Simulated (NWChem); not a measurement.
# C$_{3}$H$_{10}$Si; SMILES CCC[SiH3]

```xyz
14

Si     0.0773     1.7850     0.0000
C     -0.5838     0.0174     0.0000
C      0.4920    -1.0692     0.0000
C     -0.0755    -2.4815     0.0000
H     -1.0496     2.7696     0.0000
H      0.9217     2.0339    -1.2114
H      0.9217     2.0339     1.2114
H     -1.2418    -0.0969    -0.8804
H     -1.2418    -0.0969     0.8804
H      1.1479    -0.9386    -0.8789
H      1.1479    -0.9386     0.8789
H     -0.7037    -2.6590     0.8879
H      0.7233    -3.2393     0.0000
H     -0.7037    -2.6590    -0.8879
```
Atoms are numbered in this order, from 1.

Program: NWChem. Medium grid unless said otherwise, to which SCAN and Minnesota functionals are sensitive. All runs use the structure optimised with PBE0/def2-SVP.

For level r2SCAN/def2-SVP:

* **highest occupied level (eV)**: -7.51
* **orbital gap (eV)**: 8.30

### Question
What are these values for level LDA (Slater exchange, VWN5)/def2-SVP?

### Answer
The highest occupied level (eV) is -7.28 and the orbital gap (eV) is 7.43.
